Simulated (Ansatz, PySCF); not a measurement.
Reaction (SMILES): O[Si](O)(Br)Br + 4 [H][H] (H2) → 2 Br (HBr) + 2 O (H2O) + [SiH4] (SiH4)
Each molecule is optimised on its own at B3LYP-D3(BJ)/def2-TZVP (Ansatz, a first-principles code), one conformer each, not searched for the lowest. Frequencies are from Ansatz or PySCF.
Geometry of the first species:
```xyz
7

Si    -0.6822     0.1277     0.1775
Br     0.0846    -0.4169    -1.8439
Br     1.0131     0.2050     1.5881
O     -1.4589     1.5539     0.0754
O     -1.7048    -0.9927     0.7472
H     -1.0319     2.2822    -0.3843
H     -2.5276    -1.1416     0.2711
```
Charge 0, spin multiplicity 1.

Wanted: energy of full hydrogenation (enthalpy at 298 K, with B3LYP-D3(BJ) rigid-rotor harmonic-oscillator terms), in kJ/mol. Correlated levels leave the core frozen unless marked. Spin-orbit coupling is left out. The frozen core is the preceding noble-gas configuration, with the filled d and f shells of earlier blocks. No relativistic terms. CBS marks a two-point X^-3 extrapolation of the correlation energy; Hartree-Fock from the larger set. [CCSD(T)-MP2]/basis is that difference in the basis named.

```csv
level,program,energy of full hydrogenation (kJ/mol)
HF/6-31G,Ansatz,174.6
HF/def2-TZVPPD,Ansatz,292.4
HF-D3(BJ)/def2-TZVPD,PySCF + dftd3,362.4
B3LYP-D3(BJ)/def2-TZVPD,Ansatz + dftd3,334.9
B3LYP/def2-TZVPD,Ansatz,309.0
PBE0/6-31G*,Ansatz,345.0
PBE0/def2-SVP,Ansatz,293.4
```

Problem. What does RI-MP2/CBS(def2-TZVPPD,def2-QZVPPD)+[CCSD(T)-MP2]/def2-TZVPPD (Ansatz) give?

Solution. 338.8 kJ/mol, so PBE0/def2-SVP differs from it by -45.4 kJ/mol.
